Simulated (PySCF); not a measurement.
C₂H₄Cl, doublet, geometry from GFN2-xTB; DF-B3LYP/cc-pVTZ run with PySCF.

Input for PySCF:
```python
from pyscf import gto, scf, dft

mol = gto.M(
    atom='''
C     0.04677316    0.70471225   -0.20454313
C     1.51515190    0.66822849   -0.06284299
Cl   -0.86044375   -0.68577280    0.14716918
H    -0.45045613    1.44149208   -0.80844228
H     1.90236896    1.68339302    0.00115825
H     1.80467594    0.11434297    0.82910532
H     1.99940461    0.18126514   -0.91938050
''',
    basis='cc-pvtz',
    spin=1,
    verbose=4,
)

mf = dft.UKS(mol)
mf.xc = 'b3lyp'
mf = mf.density_fit(auxbasis='def2-universal-jkfit')
mf.kernel()
```

It wrote (shortened):

```
PySCF version 2.14.0

[INPUT] verbose = 4
[INPUT] num. atoms = 7
[INPUT] num. electrons = 33
[INPUT] charge = 0
[INPUT] spin (= nelec alpha-beta = 2S) = 1
[INPUT] symmetry False subgroup None
[INPUT] Mole.unit = angstrom
[INPUT] Symbol           X                Y                Z      unit          X                Y                Z       unit  Magmom
[INPUT]  1 C      0.046773160000   0.704712250000  -0.204543130000 AA    0.088388462380   1.331713149126  -0.386530496361 Bohr   0.0
[INPUT]  2 C      1.515151900000   0.668228490000  -0.062842990000 AA    2.863222128114   1.262768834732  -0.118756039949 Bohr   0.0
[INPUT]  3 Cl    -0.860443750000  -0.685772800000   0.147169180000 AA   -1.626003033094  -1.295922775676   0.278109444177 Bohr   0.0
[INPUT]  4 H     -0.450456130000   1.441492080000  -0.808442280000 AA   -0.851238716831   2.724025241930  -1.527734496719 Bohr   0.0
[INPUT]  5 H      1.902368960000   1.683393020000   0.001158250000 AA    3.594956322274   3.181151767804   0.002188775284 Bohr   0.0
[INPUT]  6 H      1.804675940000   0.114342970000   0.829105320000 AA    3.410343270192   0.216076897569   1.566781983220 Bohr   0.0
[INPUT]  7 H      1.999404610000   0.181265140000  -0.919380500000 AA    3.778327125093   0.342541470531  -1.737377349266 Bohr   0.0

nuclear repulsion = 95.6930690923866
number of shells = 51
number of NR pGTOs = 207
number of NR cGTOs = 150
basis = cc-pvtz
ecp = {}

******** <class 'pyscf.df.df_jk.DFUKS'> ********
method = DFUKS
initial guess = minao
damping factor = 0
level_shift factor = 0
DIIS = <class 'pyscf.scf.diis.CDIIS'>
diis_start_cycle = 1
diis_space = 8
diis_damp = 0
SCF conv_tol = 1e-09
SCF conv_tol_grad = None
SCF max_cycles = 50
direct_scf = False
number electrons alpha = 17  beta = 16
XC library pyscf.dft.libxc version 7.1.2
    S. Lehtola, C. Steigemann, M. J. T. Oliveira, and M. A. L. Marques,  SoftwareX 7, 1–5 (2018)
XC functionals = b3lyp
    P. J. Stephens, F. J. Devlin, C. F. Chabalowski, and M. J. Frisch,  J. Phys. Chem. 98, 11623 (1994)
radial grids:
    Treutler-Ahlrichs [JCP 102, 346 (1995); DOI:10.1063/1.469408] (M4) radial grids

becke partition: Becke, JCP 88, 2547 (1988); DOI:10.1063/1.454033
pruning grids: <function nwchem_prune>
grids dens level: 3
symmetrized grids: False
atomic radii adjust function: <function treutler_atomic_radii_adjust>
small_rho_cutoff = 0
Set gradient conv threshold to 3.16228e-05
tot grids = 86352
******** <class 'pyscf.df.df.DF'> ********
auxbasis = def2-universal-jkfit
init E= -538.985661521338

cycle= 1 E= -538.809966999095  delta_E= 0.176  |g|= 0.194  |ddm|= 1.27
cycle= 2 E= -538.811093043469  delta_E= -0.00113  |g|=  0.2  |ddm|= 0.265
cycle= 3 E= -538.830674194714  delta_E= -0.0196  |g|= 0.0192  |ddm|= 0.125
cycle= 4 E= -538.830864190656  delta_E= -0.00019  |g|= 0.0113  |ddm|= 0.0248
cycle= 5 E= -538.830931068759  delta_E= -6.69e-05  |g|= 0.00292  |ddm|= 0.0104
cycle= 6 E= -538.830935664213  delta_E= -4.6e-06  |g|= 0.00204  |ddm|= 0.00315
cycle= 7 E= -538.830937956399  delta_E= -2.29e-06  |g|= 0.000499  |ddm|= 0.00189
cycle= 8 E= -538.830938137095  delta_E= -1.81e-07  |g|= 0.000177  |ddm|= 0.000553
cycle= 9 E= -538.830938157334  delta_E= -2.02e-08  |g|= 3.4e-05  |ddm|= 0.000175
cycle= 10 E= -538.830938158223  delta_E= -8.89e-10  |g|= 1.15e-05  |ddm|= 4.6e-05
Extra cycle  E= -538.83093815828  delta_E= -5.68e-11  |g|= 8.47e-06  |ddm|= 2.05e-05
converged SCF energy = -538.83093815828  <S^2> = 0.75439548  2S+1 = 2.0043907
```
